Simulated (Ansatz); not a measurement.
Relaxation of Cl2FH4NOZr (10 atoms, charge 0, multiplicity 1), to a largest force component of 0.03 eV/Å in at most 50 steps.

All numbers below come from RKS B3LYP-D4/def2-SVP in Ansatz 0.2.0.

```xyz
10
Properties=species:S:1:pos:R:3:forces:R:3
Zr 0.372 0.448 -0.466 0.69 0.71 1.74
N -0.445 0.234 2.815 0.65 0.45 -0.66
H -1.143 0.745 3.356 0.02 -0.03 0.00
H -0.216 -0.622 3.320 -0.01 0.02 0.03
F 1.318 0.694 -2.088 0.01 0.02 -0.01
Cl -1.722 1.479 -0.816 -0.01 0.00 -0.01
Cl 0.266 -1.888 -0.172 0.02 -0.07 -0.03
O 1.501 1.387 0.920 -0.78 -0.67 -1.20
H 2.274 1.963 0.868 0.01 -0.01 -0.02
H 0.414 0.816 2.764 -0.59 -0.41 0.16
```

Task: Where does it end, and by what steps?

Result: The run converged. After 11 steps the energy has fallen by 0.844 eV; H3 moved furthest, 0.84 Å. Joined: Zr1–N2 (3.39 → 2.46 Å).

| step | energy less start (eV) | largest force component (eV/Å) | accepted |
| --- | --- | --- | --- |
| 0 | 0.0000 | 1.743 | yes |
| 1 | -0.3107 | 0.583 | yes |
| 2 | -0.6087 | 0.742 | yes |
| 3 | -0.7385 | 0.960 | yes |
| 4 | -0.8112 | 0.537 | yes |
| 5 | -0.8196 | 0.363 | yes |
| 6 | -0.8280 | 0.235 | yes |
| 7 | -0.8370 | 0.155 | yes |
| 8 | -0.8409 | 0.280 | yes |
| 9 | -0.8431 | 0.050 | yes |
| 10 | -0.8435 | 0.032 | yes |
| 11 | -0.8436 | 0.004 | yes |

```xyz
10
Properties=species:S:1:pos:R:3
Zr 0.354 0.464 0.044
N -0.358 0.286 2.389
H -1.310 0.628 2.539
H -0.318 -0.674 2.737
F 0.958 0.637 -1.764
Cl -1.773 1.556 -0.172
Cl 0.477 -1.925 0.244
O 1.766 1.480 0.898
H 2.557 1.954 0.616
H 0.266 0.850 2.969
```

Whether the end is a true minimum wasn't checked by a vibrational analysis.

Time of the run: 42 s on 4 threads of Arm Neoverse V1, on a shared host, peak memory 0.36 GiB.
